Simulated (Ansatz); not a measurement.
Job for Ansatz (a program for electronic structure): U-CCSD(T)/cc-pVDZ on CH6BeGe (SMILES [CH3][Be][GeH3]), a point of a bond scan (R = 1.095 Å). The run froze 16 orbitals, filled d shells among them.

Ansatz 0.2 input:
```yaml
crystal:
  periodic: [false, false, false]
  atoms:
    - {symbol: Be, position_ang: [-0.18384765, 1.04916504, -0.75458802]}
    - {symbol: C, position_ang: [-0.41926256, 2.39260940, -1.72082973]}
    - {symbol: H, position_ang: [-1.22682849, 3.03090250, -1.34594530]}
    - {symbol: H, position_ang: [-0.68259427, 2.11781029, -2.74808870]}
    - {symbol: H, position_ang: [0.47837929, 3.01783564, -1.77956966]}
    - {symbol: Ge, position_ang: [0.12640089, -0.72133305, 0.51880234]}
    - {symbol: H, position_ang: [0.98119774, -1.81784029, -0.15781112]}
    - {symbol: H, position_ang: [0.84789286, -0.39872335, 1.84778085]}
    - {symbol: H, position_ang: [-1.19190946, -1.41964363, 0.92528940]}
basis:
  gaussian:
    orbitals: cc-pVDZ
correlation: {method: ccsd_t, electrons: outside_noble_gas}
scf: {omitted_lower_state_checks: [cluster_reference]}
magnetization: {spin_polarized: true, initial_magnetization: 0}
```

It printed:

```
WARN ansatz: RAYON_NUM_THREADS=1 ignored (pool sized by the plan → 1); use --threads N
Functional definition: HF
these checks for a lower state are left out or cut short: cluster_reference
integrals: 0.13 GiB planned
844 factors; integrals over basis functions are off by at most 1.3e-3 eV
mean field: 0.38 GiB planned
mean field evaluation 1: about -57994.2673 eV, gradient 1.7e1 eV
mean field evaluation 2: about -57994.3547 eV, gradient 1.8e1 eV
mean field evaluation 4: about -57996.3649 eV, gradient 1.6e0 eV
mean field evaluation 8: about -57996.3935 eV, gradient 4.6e-4 eV
mean field -57996.39354947 eV, -2131.3281515756 hartree, gradient 7.9e-6 eV, S^2 0.000000; 0 other end points of the search recorded, 0 dependent functions left out
16 core orbitals not correlated
reference -57996.39354947 eV, -2131.3281515756 hartree; 8, 8 occupied and 61, 61 virtual orbitals, 844 factors
second order -7.79319747 eV of doubles, -0.00000000 eV of singles
coupled cluster: 0.36 GiB planned
cycle   1  -8.78852081 eV  change    -1.0e0 eV  update   7.4e-2
cycle   2  -9.13350296 eV  change   -3.4e-1 eV  update   2.5e-2
cycle   3  -9.15659819 eV  change   -2.3e-2 eV  update   6.9e-3
cycle   4  -9.15500607 eV  change    1.6e-3 eV  update   2.3e-3
cycle   5  -9.15423971 eV  change    7.7e-4 eV  update   7.5e-4
cycle   6  -9.15401238 eV  change    2.3e-4 eV  update   2.2e-4
cycle   7  -9.15399167 eV  change    2.1e-5 eV  update   6.5e-5
cycle   8  -9.15400793 eV  change   -1.6e-5 eV  update   2.1e-5
cycle   9  -9.15400918 eV  change   -1.3e-6 eV  update   7.0e-6
perturbative correction -0.22911564 eV, -0.0084198444 hartree
Total energy: -58005.77667429 eV, -2131.6729750526 hartree
Checks for a lower state left out: cluster_reference
```

The run converged.

Cost: about 5 core-seconds (a rough figure).
